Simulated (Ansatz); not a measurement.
The lowest singlet and triplet of C2H6Si (SMILES C[Si]C); geometries from B3LYP-D3(BJ)/def2-TZVP, each state relaxed from the structure named, with no frequency check.
Singlet (charge 0, multiplicity 1):
```xyz
9

C      1.41354    -0.24760     0.49862
Si     0.03137     0.33291    -0.67692
C     -1.45489    -0.19112     0.39345
H      1.47087    -1.34073     0.38840
H      2.39551     0.15471     0.24779
H      1.19866    -0.05413     1.55406
H     -1.31230    -1.15173     0.89788
H     -2.40003    -0.20269    -0.15023
H     -1.54387     0.56620     1.18649
```
Triplet (charge 0, multiplicity 3):
```xyz
9

C      1.6179     0.0292     0.4169
Si     0.0040    -0.1893    -0.5574
C     -1.6232     0.2237     0.3277
H      2.4727    -0.2406    -0.2038
H      1.7389     1.0688     0.7310
H      1.6223    -0.6125     1.3013
H     -1.7527    -0.4100     1.2085
H     -2.4688     0.0559    -0.3398
H     -1.6361     1.2713     0.6382
```

```json
[
 {"level": "U-HF/cc-pV(D+d)Z (spin-contaminated)", "gap E(singlet) − E(triplet), adiabatic (kcal/mol)": "-11.42", "cost": "-"},
 {"level": "U-SVWN5/def2-TZVPP", "gap E(singlet) − E(triplet), adiabatic (kcal/mol)": "-26.75", "cost": "×0.7"},
 {"level": "U-PBE/def2-TZVPP", "gap E(singlet) − E(triplet), adiabatic (kcal/mol)": "-22.23", "cost": "×1"},
 {"level": "R-r2SCAN/def2-TZVPP", "gap E(singlet) − E(triplet), adiabatic (kcal/mol)": "-17.63", "cost": "×2"},
 {"level": "R-B3LYP/def2-TZVPP", "gap E(singlet) − E(triplet), adiabatic (kcal/mol)": "-25.89", "cost": "×1"},
 {"level": "U-B3LYP/def2-TZVPP", "gap E(singlet) − E(triplet), adiabatic (kcal/mol)": "-25.89", "cost": "×2"},
 {"level": "R-BHLYP/def2-TZVPP", "gap E(singlet) − E(triplet), adiabatic (kcal/mol)": "-24.85", "cost": "×1"},
 {"level": "U-wB97X-V/def2-TZVPP", "gap E(singlet) − E(triplet), adiabatic (kcal/mol)": "-27.50", "cost": "×6"},
 {"level": "R-wB97M-V/def2-TZVPP", "gap E(singlet) − E(triplet), adiabatic (kcal/mol)": "-31.19", "cost": "×3"},
 {"level": "U-wB97M-V/def2-TZVPP", "gap E(singlet) − E(triplet), adiabatic (kcal/mol)": "-31.19", "cost": "×3"},
 {"level": "U-B2PLYP/def2-TZVPP", "gap E(singlet) − E(triplet), adiabatic (kcal/mol)": "-25.79", "cost": "×4"},
 {"level": "R-SCS-MP2/cc-pV(D+d)Z", "gap E(singlet) − E(triplet), adiabatic (kcal/mol)": "-24.23", "cost": "-"},
 {"level": "U-SCS-MP2/cc-pV(T+d)Z (spin-contaminated)", "gap E(singlet) − E(triplet), adiabatic (kcal/mol)": "-21.33", "cost": "-"},
 {"level": "R-CCSD/cc-pV(T+d)Z", "gap E(singlet) − E(triplet), adiabatic (kcal/mol)": "-25.66", "cost": "-"},
 {"level": "SA-CASSCF(2,2)/cc-pV(D+d)Z", "gap E(singlet) − E(triplet), adiabatic (kcal/mol)": "-20.37", "cost": "-"},
 {"level": "SA-CASSCF(2,2)/cc-pV(T+d)Z", "gap E(singlet) − E(triplet), adiabatic (kcal/mol)": "-21.34", "cost": "-"},
 {"level": "SC-NEVPT2 on SA-CASSCF(2,2)/cc-pV(D+d)Z", "gap E(singlet) − E(triplet), adiabatic (kcal/mol)": "-25.37", "cost": "-"},
 {"level": "SC-NEVPT2 on SA-CASSCF(2,2)/cc-pV(T+d)Z", "gap E(singlet) − E(triplet), adiabatic (kcal/mol)": "-27.70", "cost": "-"},
 {"level": "FIC-MRCISD+Q on SA-CASSCF(2,2)/cc-pV(D+d)Z", "gap E(singlet) − E(triplet), adiabatic (kcal/mol)": "-24.47", "cost": "-"},
 {"level": "FIC-MRCISD+Q on SA-CASSCF(2,2)/cc-pV(T+d)Z", "gap E(singlet) − E(triplet), adiabatic (kcal/mol)": "-26.30", "cost": "-"}
]
```

The rows run from -31.19 (R-wB97M-V/def2-TZVPP) to -11.42 kcal/mol (U-HF/cc-pV(D+d)Z (spin-contaminated)). The 6 U-functionals in def2-TZVPP without D3 or D4 span 8.96, from U-wB97M-V to U-PBE.

A positive gap puts the triplet lower; no zero-point energy. R- takes a restricted singlet. U- takes an unrestricted singlet (broken symmetry where lower, unprojected). The triplet is unrestricted in single-reference levels. Active spaces average the two states.

Frozen-core correlation.

Doubts at one or more of the structures used: a restricted determinant that unrestricted orbitals would lower (R-r2SCAN/def2-TZVPP, R-SCS-MP2/cc-pV(D+d)Z, R-CCSD/cc-pV(T+d)Z).

Codes used: Ansatz (Gaussian basis) for Hartree–Fock, density functionals and correlated methods. 

Costs are rough ratios of core time to R-PBE/def2-TZVPP (about 7 s over the structures, on one shared machine); a dash marks a level with no comparable run of its own.

Ansatz is a first-principles code.
